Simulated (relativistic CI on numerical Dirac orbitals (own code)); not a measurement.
# Mn⁴⁺: L2,3 absorption edge

Computed with this model: Dirac-Coulomb-Breit CI, orbitals from a KLI potential per configuration, a model potential for QED, valence Slater integrals scaled by 0.8, multiplet model of core-to-valence dipole absorption; configurations [Ar] 3d3 → [He] 2s2 2p5 3s2 3p6 3d4; 300 K; Lorentzian 0.6 eV and Gaussian 0.3 eV FWHM. Energies are those of the free ion, without screening or charge transfer. The branching ratio is the share of the lower-energy edge in the whole absorption, uncertain by about 0.02 where the edges overlap. S is read from ⟨S²⟩ = S(S + 1).

Field parameters in Wybourne normalisation: Oh B⁴₀ = 21Dq, B⁴₄ = √(5/14) B⁴₀. The field is a parameter set, without covalency.

Peaks in eV (height, largest 100): 648.1 (100), 648.8 (79), 651.7 (24), 655.3 (32), 655.8 (34), 657.2 (40), 658.6 (40), 659.6 (55).

Q: Which surroundings give this spectrum?
A. Oh, 10Dq = 23850 cm⁻¹
B. free ion
C. Oh, 10Dq = 11300 cm⁻¹
D. Oh, 10Dq = 5000 cm⁻¹

A: D. Oh, 10Dq = 5000 cm⁻¹, where the ground state has S = 1.50.
